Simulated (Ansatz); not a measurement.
C$_{4}$H$_{15}$N$_{2}$SbSi, SMILES `C[N](C)[Sb]([SiH3])[N](C)C`, charge 0, multiplicity 1.

Q: Give a relaxed structure at PBE0-D4/def2-TZVP (Ansatz). (An estimate is asked.)

A: The calculation gave: 
```xyz
23

C    -1.5928    2.1669    0.3377
N    -0.7685    1.0572    0.7509
C    -0.6355    0.9885    2.1895
Sb    1.0122    0.8212   -0.2452
Si   -0.1822    0.6113   -2.5563
N     1.0964   -1.1434    0.2514
C    -0.0128   -2.0024   -0.0792
C     2.3765   -1.7967    0.1372
H    -2.5906    2.0689    0.7835
H    -1.7219    2.1713   -0.7489
H    -1.2028    3.1554    0.6349
H    -1.6229    0.8294    2.6409
H    -0.0053    0.1404    2.4667
H    -0.2116    1.9018    2.6410
H     0.6436   -0.2775   -3.4217
H    -1.5504    0.0372   -2.4414
H    -0.2784    1.9365   -3.2308
H     0.0400   -2.3978   -1.1077
H    -0.9521   -1.4596    0.0406
H    -0.0336   -2.8648    0.6001
H     2.4283   -2.6447    0.8324
H     3.1849   -1.1073    0.3964
H     2.5796   -2.1918   -0.8718
```
This is one stationary point; other conformers may exist.
